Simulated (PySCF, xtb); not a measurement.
Te(OMe)(SMe) (C2H6OSTe), SMILES CO[Te]SC.

GFN2-xTB (xtb) at its own geometry gives an orbital gap of 3.63 eV and a dipole moment of 0.58 D.

The structure is a stationary point at PBE0-D3(BJ)/def2-SVP. This is a generated structure with no PubChem entry under its InChIKey; it may be hypothetical. The def2 effective core potentials stand for the cores of Te; spin–orbit coupling is left out. One conformer was computed; it need not be the lowest.

Q: What does CAM-B3LYP/def2-TZVP in PySCF give? (Estimate from the structure and the level; the computed values follow.)

A: gap 7.05 eV (levels -7.59 and -0.54 eV), dipole 0.82 D.
